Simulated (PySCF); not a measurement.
SMILES C[Si](C)(C)[SiH2][SiH2]B(O)O (C3H15BO2Si3), GFN2-xTB optimised geometry. Atoms within 1.6 Å of the plane z = 0.0 Å (x, y, z in Å): C1 (-1.26, -3.62, -1.57), Si2 (-0.68, -2.70, 0.00), C3 (1.23, -2.70, 0.00), C4 (-1.25, -3.73, 1.51), Si5 (-1.47, -0.51, 0.00), Si6 (-0.41, 0.92, -1.49), B7 (1.22, 1.76, -0.77), O8 (2.15, 0.92, -0.25), O9 (1.51, 3.09, -0.71), H13 (1.63, -2.28, 0.92), H14 (1.65, -3.70, -0.11), H15 (1.62, -2.10, -0.82), H16 (-2.34, -3.79, 1.55), H18 (-0.87, -4.74, 1.48), H19 (-1.39, 0.05, 1.37), H20 (-2.93, -0.49, -0.24), H23 (2.93, 1.36, 0.11), H24 (0.87, 3.70, -1.07).

Method: CAM-B3LYP/def2-SVP run with PySCF. Cells within 0.4 Å of a nucleus heavier than hydrogen are left out (blank, or x).

Map of the deformation density (molecule minus spherical neutral atoms) (e/bohr³) on the plane z = 0.0 Å:

```
|1111111111111111111111111|
|1111111111111111111111111|
|1111111111111111111111111|
|1111111111111111111111111|
|1111111111111111111111111|
|1111111111111112211111111|
|1111111111111113111111111|
|1111111111111111011111111|
|1111111111111000000011111|
|1111111111111002241011111|
|1111111111111113x33011111|
|1111111101111111621111111|
|1111112310111111211111111|
|111111461x101111111111111|
|1111112311211111111111111|
|1111111114531101111111111|
|1111111112421102111111111|
|1111111100xx36xx111111111|
|11111111001x25x7111111111|
|1111111101100139311111111|
|1111111110000111011111111|
|1111111111111111111111111|
|1111111111111111111111111|
|1111111111111111111111111|
|1111111111111111111111111|
```
Scale: ten equal steps from -0.017 (start of '0') to 0.089 (end of '9'), in the order '0123456789'; x runs from -6.00 to 6.00, y from -6.00 (bottom) to 6.00 (top).
